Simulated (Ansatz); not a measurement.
Basis-set extrapolation for `[SiH3][AlH][SiH]1CO1` (PBE0-D4/def2-TZVP geometry, frozen core, Ansatz). Multiplicity 1, RHF reference.

```json
{"": "HF", "def2-TZVPP": "-936.620383", "def2-QZVPP": "-936.650692"}
{"": "MP2 correlation", "def2-TZVPP": "-0.724984", "def2-QZVPP": "-0.778226"}
{"": "CCSD(T) correlation", "def2-TZVPP": "-0.816622", "def2-QZVPP": "not run"}
```

Energies in hartree. Use E(X) = E(∞) + A·exp(−7.88·√X) for Hartree–Fock and E(X) = E(∞) + B·X^(−2.97) for correlation, with X = 3 and 4, and add CCSD(T) minus MP2 of the smaller set to the MP2 limit.

What is the CCSD(T) energy at the basis-set limit?

HF limit: -936.650692 + (-0.030309) × 0.13774 = -936.65487. MP2 limit: -0.778226 + (-0.053242) × 0.74074 = -0.81766. Higher-order term: -0.816622 − (-0.724984) = -0.09164. Total: -937.56417 hartree, 3.46 eV below CCSD(T)/def2-TZVPP.
